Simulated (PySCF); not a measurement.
A PySCF script (with the pyscf-properties extension) for the NMR shieldings of `CC[O+](CCCl)[AlH2-][Cl]`, C4H11AlCl2O, on a GFN2-xTB geometry:

```python
import basis_set_exchange as bse
import numpy as np
from pyscf import gto, dft
from pyscf.prop import nmr

atoms = """
C     1.974030   -0.769797    0.633098
C     1.376874   -0.052034   -0.566502
O    -0.021328    0.193094   -0.442741
C    -0.844338   -0.956917   -0.538366
C    -2.148818   -0.699307    0.192413
Cl   -1.762957   -0.209010    1.855640
Al   -0.281895    2.071515   -0.033176
Cl   -2.227508    2.708931    0.021682
H     1.679693   -0.254209    1.543630
H     1.658242   -1.808642    0.698020
H     3.057161   -0.750793    0.553041
H     1.808739    0.949331   -0.642887
H     1.565677   -0.598080   -1.497849
H    -1.045120   -1.180560   -1.594783
H    -0.335502   -1.810392   -0.079868
H    -2.694642    0.126557   -0.266538
H    -2.761917   -1.598244    0.230352
H     0.557697    2.116839    1.276257
H     0.436109    2.530968   -1.348885
"""
names = dict.fromkeys(["C", "O", "Cl", "Al", "H"], "pcSseg-1")
basis = {el: gto.basis.parse(bse.get_basis(n, elements=[el], fmt="nwchem")) for el, n in names.items()}
mol = gto.M(atom=atoms, basis=basis, charge=0, verbose=0)
mf = dft.RKS(mol, xc="PBE0")
mf.grids.level = 2
mf.grids.alignment = dft.numint.BLKSIZE   # the property module wants whole blocks of grid points
mf.conv_tol = 1e-9
mf.kernel()

calc = nmr.RKS(mf)   # GIAO
C = mf.mo_coeff
Co = C[:, mf.mo_occ > 0]
resp = mf.gen_response(singlet=True, hermi=2)
def vind(x):   # induced exchange potential for any number of trial vectors
    d = np.einsum("pi,xij,qj->xpq", C, 2 * x.reshape(-1, C.shape[1], Co.shape[1]), Co, optimize=True)
    return np.einsum("xpq,pi,qj->xij", resp(d - d.transpose(0, 2, 1)), C, Co, optimize=True).ravel()
mo1, _ = nmr.rhf.solve_mo1(calc, with_cphf=vind)
sigma = calc.kernel(mo1)
for i, s in enumerate(sigma):   # ppm
    w = np.linalg.eigvalsh((s + s.T) / 2)
    print("%2d %-2s iso %8.1f  s11 %8.1f  s22 %8.1f  s33 %8.1f" % (i, mol.atom_pure_symbol(i), w.mean(), *w))
```

Q: Give the expected output.

A: 
```
 0 C  iso    173.3  s11    153.4  s22    179.5  s33    187.0
 1 C  iso    119.5  s11     79.5  s22    110.6  s33    168.5
 2 O  iso    301.9  s11    260.9  s22    296.7  s33    347.9
 3 C  iso    115.8  s11     83.5  s22    113.0  s33    150.9
 4 C  iso    138.3  s11    113.5  s22    134.7  s33    166.7
 5 Cl iso    843.4  s11    682.1  s22    820.5  s33   1027.6
 6 Al iso    424.8  s11    395.8  s22    435.8  s33    442.9
 7 Cl iso    975.0  s11    839.1  s22   1032.2  s33   1053.9
 8 H  iso     30.0  s11     25.4  s22     29.9  s33     34.6
 9 H  iso     30.2  s11     25.7  s22     29.6  s33     35.2
10 H  iso     30.7  s11     26.2  s22     27.3  s33     38.7
11 H  iso     26.8  s11     20.9  s22     27.6  s33     31.8
12 H  iso     28.2  s11     22.6  s22     27.5  s33     34.6
13 H  iso     27.7  s11     23.2  s22     26.1  s33     33.7
14 H  iso     27.8  s11     22.6  s22     28.5  s33     32.3
15 H  iso     26.8  s11     22.2  s22     26.4  s33     31.7
16 H  iso     28.1  s11     22.2  s22     26.1  s33     35.9
17 H  iso     27.5  s11     24.1  s22     26.7  s33     31.8
18 H  iso     27.6  s11     23.2  s22     27.0  s33     32.7
```

These numbers come from an equivalent density-fitted implementation of the same equations, which agrees with the script to about 0.01 ppm for H and up to a few tenths of a ppm for heavy atoms, so last digits may differ.

Size and cost of the density-fitted run: 212 basis functions, 55 s wall time on 1 thread of an Arm Neoverse V1, shared host; peak memory 1 GiB.
